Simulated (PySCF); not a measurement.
Compound: C3H9NSi2.
SMILES: `[SiH3][Si@H](C#C)NC`

Theory: TDDFT PBE0/def2-SVPD, vertical, gas phase, core orbitals frozen in the response (PySCF 2.14.0, density-fitted response routines). Geometry: GFN2-xTB, one conformer, isolated molecule. Torsions of this conformer, `[CH:1]#[C:2][Si@@H:3]([SiH3:4])[NH:5][CH3:6]`: C2–Si3–N5–C6 -76°.

Computed states:

```json
{"state": "S1", "E (eV)": "5.13", "f": "0.013"}
{"state": "S2", "E (eV)": "5.68", "f": "0.0013"}
{"state": "S3", "E (eV)": "5.82", "f": "0.0056"}
{"state": "S4", "E (eV)": "6.16", "f": "0.0004"}
{"state": "S5", "E (eV)": "6.24", "f": "0.0091"}
{"state": "S6", "E (eV)": "6.44", "f": "0.0095"}
```

Each state is given a Gaussian of 0.5 eV full width at half maximum, with ε(max) = 2.175×10⁸ f / Δν̃ (Δν̃ the width in cm⁻¹). The width is an assumption, not a result. The curve ends short of the highest state used, and states not computed would add to its high-energy end.

Task: Give the broadened spectrum and its maxima.

Result: 
```json
{"E (eV)": "4.38", "ε (L mol⁻¹ cm⁻¹)": "1"}
{"E (eV)": "4.40", "ε (L mol⁻¹ cm⁻¹)": "2"}
{"E (eV)": "4.43", "ε (L mol⁻¹ cm⁻¹)": "3"}
{"E (eV)": "4.46", "ε (L mol⁻¹ cm⁻¹)": "5"}
{"E (eV)": "4.48", "ε (L mol⁻¹ cm⁻¹)": "7"}
{"E (eV)": "4.51", "ε (L mol⁻¹ cm⁻¹)": "10"}
{"E (eV)": "4.54", "ε (L mol⁻¹ cm⁻¹)": "15"}
{"E (eV)": "4.56", "ε (L mol⁻¹ cm⁻¹)": "20"}
{"E (eV)": "4.59", "ε (L mol⁻¹ cm⁻¹)": "29"}
{"E (eV)": "4.62", "ε (L mol⁻¹ cm⁻¹)": "41"}
{"E (eV)": "4.64", "ε (L mol⁻¹ cm⁻¹)": "51"}
{"E (eV)": "4.67", "ε (L mol⁻¹ cm⁻¹)": "69"}
{"E (eV)": "4.70", "ε (L mol⁻¹ cm⁻¹)": "93"}
{"E (eV)": "4.72", "ε (L mol⁻¹ cm⁻¹)": "112"}
{"E (eV)": "4.75", "ε (L mol⁻¹ cm⁻¹)": "145"}
{"E (eV)": "4.77", "ε (L mol⁻¹ cm⁻¹)": "170"}
{"E (eV)": "4.80", "ε (L mol⁻¹ cm⁻¹)": "214"}
{"E (eV)": "4.83", "ε (L mol⁻¹ cm⁻¹)": "263"}
{"E (eV)": "4.85", "ε (L mol⁻¹ cm⁻¹)": "298"}
{"E (eV)": "4.88", "ε (L mol⁻¹ cm⁻¹)": "355"}
{"E (eV)": "4.91", "ε (L mol⁻¹ cm⁻¹)": "414"}
{"E (eV)": "4.93", "ε (L mol⁻¹ cm⁻¹)": "454"}
{"E (eV)": "4.96", "ε (L mol⁻¹ cm⁻¹)": "512"}
{"E (eV)": "4.99", "ε (L mol⁻¹ cm⁻¹)": "566"}
{"E (eV)": "5.01", "ε (L mol⁻¹ cm⁻¹)": "599"}
{"E (eV)": "5.04", "ε (L mol⁻¹ cm⁻¹)": "641"}
{"E (eV)": "5.07", "ε (L mol⁻¹ cm⁻¹)": "673"}
{"E (eV)": "5.09", "ε (L mol⁻¹ cm⁻¹)": "687"}
{"E (eV)": "5.12", "ε (L mol⁻¹ cm⁻¹)": "698"}
{"E (eV)": "5.15", "ε (L mol⁻¹ cm⁻¹)": "695"}
{"E (eV)": "5.17", "ε (L mol⁻¹ cm⁻¹)": "687"}
{"E (eV)": "5.20", "ε (L mol⁻¹ cm⁻¹)": "663"}
{"E (eV)": "5.23", "ε (L mol⁻¹ cm⁻¹)": "630"}
{"E (eV)": "5.25", "ε (L mol⁻¹ cm⁻¹)": "603"}
{"E (eV)": "5.28", "ε (L mol⁻¹ cm⁻¹)": "558"}
{"E (eV)": "5.31", "ε (L mol⁻¹ cm⁻¹)": "509"}
{"E (eV)": "5.33", "ε (L mol⁻¹ cm⁻¹)": "477"}
{"E (eV)": "5.36", "ε (L mol⁻¹ cm⁻¹)": "429"}
{"E (eV)": "5.39", "ε (L mol⁻¹ cm⁻¹)": "386"}
{"E (eV)": "5.41", "ε (L mol⁻¹ cm⁻¹)": "361"}
{"E (eV)": "5.44", "ε (L mol⁻¹ cm⁻¹)": "330"}
{"E (eV)": "5.47", "ε (L mol⁻¹ cm⁻¹)": "306"}
{"E (eV)": "5.49", "ε (L mol⁻¹ cm⁻¹)": "296"}
{"E (eV)": "5.52", "ε (L mol⁻¹ cm⁻¹)": "287"}
{"E (eV)": "5.55", "ε (L mol⁻¹ cm⁻¹)": "287"}
{"E (eV)": "5.57", "ε (L mol⁻¹ cm⁻¹)": "291"}
{"E (eV)": "5.60", "ε (L mol⁻¹ cm⁻¹)": "301"}
{"E (eV)": "5.63", "ε (L mol⁻¹ cm⁻¹)": "317"}
{"E (eV)": "5.65", "ε (L mol⁻¹ cm⁻¹)": "329"}
{"E (eV)": "5.68", "ε (L mol⁻¹ cm⁻¹)": "349"}
{"E (eV)": "5.71", "ε (L mol⁻¹ cm⁻¹)": "370"}
{"E (eV)": "5.73", "ε (L mol⁻¹ cm⁻¹)": "383"}
{"E (eV)": "5.76", "ε (L mol⁻¹ cm⁻¹)": "403"}
{"E (eV)": "5.78", "ε (L mol⁻¹ cm⁻¹)": "416"}
{"E (eV)": "5.81", "ε (L mol⁻¹ cm⁻¹)": "434"}
{"E (eV)": "5.84", "ε (L mol⁻¹ cm⁻¹)": "451"}
```

Maxima: 242 nm (5.13 eV), ε about 700, made up of S1 (99%) (ε in L mol⁻¹ cm⁻¹; maxima over ε = 5, shares over 10%). At its high-energy end, 5.84 eV, the curve is still rising (ε about 450, from S2, S3 and S5).

Task: On this curve, what absorbance would a 10⁻³ mol/L sample give at 248 nm over a 1 cm path?

Result: 248 nm is 4.999 eV, where ε is about 580 L mol⁻¹ cm⁻¹, so A = ε c l ≈ 0.58 (Beer–Lambert, with the gas-phase spectrum and the assumed width).

Task: What would ε be at 5.13 eV, the highest of these maxima, with half the width (0.25 eV)?

Result: About 1390 L mol⁻¹ cm⁻¹ against 699, a factor of about 1.99; a lone state at its own centre would give exactly 2.

Task: Coming from long wavelengths, where does ε first pass 100 L mol⁻¹ cm⁻¹?

Result: At about 263 nm (4.71 eV), 0.42 eV below S1.
